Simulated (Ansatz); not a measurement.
Consider the substitution at a C–C bond: `CC(C)[Te]B(O)O` + `OB(Br)Br` → `COB(Br)Br` + `CC[Te]B(O)O`.

Calculated with Ansatz (gas phase, PBE0-D4/def2-TZVP geometries, no zero-point term in ΔE). CCSD(T)/CBS is the MP2 limit (def2-TZVPP, def2-QZVPP) plus CCSD(T) − MP2 in def2-TZVPP, frozen cores. DFT in def2-TZVPP. B3LYP here is the variant with VWN-RPA as its local correlation; programs differ in this. def2 core potentials past Kr. For Br, Te outer-core shells are correlated without core-valence functions, which leaves a few kJ/mol of doubt a bond. Scalar relativity is left out up to krypton. One conformer a species, not always the lowest.

```tsv
level	ΔE (kJ/mol)	difference from CCSD(T)/CBS
r2SCAN-D4	54.4	-3.3
ωB97X-V	50.7	-7.0
B2PLYP	50.7	-7.0
B3LYP	44.7	-13.0
HF/def2-TZVPP	43.8	-13.9
MP2/def2-TZVPP	63.3	5.6
SCS-MP2/def2-TZVPP	56.8	-0.9
MP2/def2-QZVPP	64.0	6.3
HF/CBS(def2)	43.3	-14.4
CCSD/CBS(def2)	56.5	-1.2
CCSD(T)/CBS	57.7	0
```

Largest T1 diagnostic among the species: 0.012.

In def2-TZVPP, CCSD(T) changes the Hartree–Fock value by +12.3 kJ/mol (the triples alone add +1.2 kJ/mol) and MP2 by +19.5 kJ/mol. The D4 term adds +3.4 kJ/mol with B3LYP and +1.8 kJ/mol with PBE0; it sums over pairs of atoms, weighted by their polarisabilities, and B3LYP, whose exchange is more repulsive, gets the larger term.
